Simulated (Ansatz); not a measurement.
Two members of one family (Same ligands, another metal), computed with Ansatz in the gas phase; def2 core potentials for Nb, Ta, no spin–orbit coupling. Binding counts from free atoms in the multiplicity of their measured ground term, without zero-point energy. A dash marks a value that wasn't run or was left out as unsound. The structures are stationary points that may keep the symmetry of their start. Remarks come from the PBE and PBE0 runs and from stability tests at other levels; not every state was tested. HOMO above LUMO (over both spins in singlets and doublets, within one spin in higher multiplets; at PBE or PBE0), or a gap under 0.15 eV within one spin, warns that the state may not be the lowest or that an electron is smeared out.

First: TaOCl3 (singlet, charge 0, PBE-D4/def2-SVP geometry).

```xyz
5

Ta    0.024    0.007   -0.046
O     0.811    0.233   -1.563
Cl   -0.031    2.066    0.984
Cl    1.284   -1.518    1.133
Cl   -2.088   -0.787   -0.508
```

```
            level  HOMO (eV)  LUMO (eV)  gap (eV)  vertical triplet (eV)  binding per atom (eV)
  PBE-D4/def2-SVP      -8.26      -3.55      4.71                      –                   4.78
 PBE-D4/def2-TZVP      -8.28      -3.65      4.63                   4.70                   4.77
 PBE0-D4/def2-SVP      -9.79      -2.90      6.89                      –                   4.50
PBE0-D4/def2-TZVP      -9.75      -2.93      6.82                   4.83                   4.53
LC-ωPBE/def2-TZVP     -12.54      -0.77     11.77                      –                   4.47
```

Metal–donor distances: 1 × O 1.72 Å, 3 × Cl 2.30 Å. Remarks: gap within one spin near zero at PBE or PBE0 (triplet).

Second: NbOCl3 (singlet, charge 0, PBE-D4/def2-SVP geometry).

Cartesian coordinates in Å:
```
Nb -0.017 -0.066 0.029
O -0.415 -1.573 0.704
Cl -0.207 1.505 1.691
Cl -1.497 0.338 -1.676
Cl 2.136 -0.204 -0.748
```

Question: Estimate the same table for the second.

Answer: 
| level | HOMO (eV) | LUMO (eV) | gap (eV) | vertical triplet (eV) | binding per atom (eV) |
| --- | --- | --- | --- | --- | --- |
| PBE-D4/def2-SVP | -8.31 | -4.04 | 4.27 | – | 4.65 |
| PBE-D4/def2-TZVP | -8.38 | -4.15 | 4.23 | 4.30 | 4.57 |
| PBE0-D4/def2-SVP | -9.83 | -3.44 | 6.39 | – | 4.31 |
| PBE0-D4/def2-TZVP | -9.84 | -3.48 | 6.36 | 4.42 | 4.26 |
| LC-ωPBE/def2-TZVP | -12.63 | -1.38 | 11.25 | – | 4.16 |

Metal–donor distances: 1 × O 1.70 Å, 3 × Cl 2.29 Å. Remarks: gap within one spin near zero at PBE or PBE0 (triplet).
